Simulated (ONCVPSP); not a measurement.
**Before and after: ONCV potential for molybdenum (Mo)**

molybdenum (Mo), optimised norm-conserving Vanderbilt (ONCV), made with ONCVPSP 4.0.1 (PBEsol, scalar-relativistic). Core [Kr], reference 4d5 5s1. Waves: 5s: rc 3.15 bohr, ncon 4, nbas 7, qcut 2.5 1/bohr, 2 projectors, debl 1.9 Ha; p scattering state at 0.04 Ha: rc 3.40 bohr, ncon 4, nbas 8, qcut 2.6 1/bohr, 1 projector; 4d: rc 2.35 bohr, ncon 5, nbas 10, qcut 6.5 1/bohr, 1 projector. Local part: polynomial inside 2.00 bohr (lpopt 5, dvloc0 1 Ha). Core correction: Teter function, fcfact 5.25, rcfact 1.4.

In the p channel the program set the typed energies aside and used 0.050 Ha.

Change: s: qcut 1.4.

Cutoffs: the cutoffs (Ha) at which the residual kinetic energy of the hardest occupied pseudo-wave falls to 1 and 0.1 mHa per electron; they do not see the model core or the augmentation charge, which bear on the density cutoff. Errors are all-electron minus pseudo energies relative to the spin-unpolarised reference configuration.

**Question.** What does the change do?

**Answer.** The potential gets neither clearly harder nor softer (15 Ha and 18 Ha → 15 Ha and 18 Ha); the d channel sets the loose cutoff, while the largest relative change is in s, which becomes harder; of the 3 tests that both files solve, the error grows in 2 and shrinks in 1 by more than 15 % and 0.3 meV (median size 121.6 → 151.8 meV); neither file shows a bound ghost.

| quantity | base | changed |
| --- | --- | --- |
| cutoff, loose | 15 Ha | 15 Ha |
| cutoff, tight | 18 Ha | 18 Ha |
| loose cutoff by channel | s 2.5 Ha, d 15 Ha | s 8.7 Ha, d 15 Ha |
| bound ghosts | none | none |
| GHOST(+) flags under 300 eV | p at 19.3 eV, s at 34.2 eV | p at 19.3 eV, s at 42.3 eV |
| tests with a reliable result | 3 of 4 | 3 of 4 |
| error for 4d5 5s0, meV [ΔE 6.90 eV] | -23 | -15 |
| error for 4d4 5s0, meV [ΔE 22.36 eV] | -122 | -152 |
| error for 4d3 5s0, meV [ΔE 49.09 eV] | -544 | -634 |
| s: phases at 3.20 bohr within 0.05 rad from the reference energy up to (Ha; the scan ends near 5) | 1.2 | 1.4 |
| p: phases at 3.44 bohr within 0.05 rad from the reference energy up to (Ha; the scan ends near 5) | n/a | n/a |
| d: phases at 2.39 bohr within 0.05 rad from the reference energy up to (Ha; the scan ends near 5) | 1.0 | 1.0 |
| rms error of d²Exc/dni dnj with the model core, mHa | 1.47 | 1.50 |
